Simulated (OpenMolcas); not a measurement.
# Ba: effect of the basis set

| Property | Result |
| --- | --- |
| Program | OpenMolcas 26.06 |
| Method | CASSCF |
| Active space | 2 electrons in 9 orbitals (5d 6s 6p) |
| State averaging | 2S+1 = 3 even, 18 roots; 2S+1 = 1 even, 21 roots; 2S+1 = 3 odd, 18 roots; 2S+1 = 1 odd, 18 roots |
| Spin-orbit coupling | state interaction with AMFI integrals over the reference wave functions, term energies averaged over their components |

A. ANO-RCC-VTZP [8s7p4d2f1g], DKH2, point nucleus; cost about 50 core-seconds
B. ANO-RCC-VQZP [9s8p5d3f2g], DKH2, point nucleus; cost of the order of 60 core-seconds
C. ANO-RCC [12s10p8d4f2g], DKH2, point nucleus; cost roughly 70 core-seconds

Energies in cm-1 above 6s2 1S0, the measured ground level; measured values from NIST Handbook of Basic Atomic Spectroscopic Data.

```
         Level      A      B      C  Measured
       6s2 1S0    0.0    0.0    0.0       0.0
   6s 6p 3P* 0  11019  11219  11427     12266
   6s 6p 3P* 1  11210  11414  11609     12637
     5d 6s 3D1  11508  11439  11369      9034
   6s 6p 3P* 2  11614  11820  11988     13515
     5d 6s 3D2  11694  11626  11560      9216
     5d 6s 3D3  12054  11985  11924      9597
     5d 6s 1D2  13474  13457  13452     11395
   6s 6p 1P* 1  18342  18972  19223     18060
   5d 6p 3F* 2  22525  22447  22327     22065
   5d 6p 3F* 3  23067  22984  22861     22947
   5d 6p 3F* 4  23699  23625  23513     23757
   5d 6p 1D* 2  23822  23742  23662     23074
       5d2 3F2  24022  23990  23946          
       5d2 3F3  24398  24369  24331          
       5d2 3F4  24826  24798  24767          
       5d2 3P0  25338  25315  25377          
5d2 1D2 [58 %]  25541  25461  25466          
       5d2 3P1  25625  25627  25686          
   5d 6p 3D* 1  25940  25159  24612     24192
   5d 6p 3D* 2  26254  25486  24976     24532
5d2 3P2 [60 %]  26260  26239  26268          
   5d 6p 3D* 3  26664  25889  25370     24980
   5d 6p 3P* 0  27639  27064  26564
```

Deviations, from unrounded energies. A percentage is the sum of absolute deviations over the sum of measured energies, with the sign that they share, or ± where signs differ.

```csv
Against measurement,Levels,A,B,C
mean absolute deviation (cm-1),15,1400,1200,1100
other configurations (%),15,±8.0,±7.0,±6.1
```

C lies closest to measurement on these levels and A furthest from it. The largest miss of C in the table is 5d 6s 3D2, by +2300 cm-1. The ranking rests on the paired levels alone, and a cruder setting can come out closer through cancelling errors.

Among A to C the level of the table that moves most is 5d 6p 3D* 1, by 1300 cm-1 (lowest in C, highest in A).

A single d shell beside an s shell can misplace configurations of different d count against each other. Some levels mix across a computed gap that differs much from the measured one, so their mixing is not that of the real levels (holds for C). Measured partners are found by configuration, term and J. A level has none where our copy of the source lacks it or the pairing is in doubt (some pairs that miss far off the trend of their configuration count as doubtful), and it then counts in no deviation. Levels of configurations outside the active space are missing. Levels that lie high or do not pair safely by name in every column are left out.

A share in square brackets marks a mixed level and gives the weight of the term that names it, the lowest over the columns. * marks odd parity.
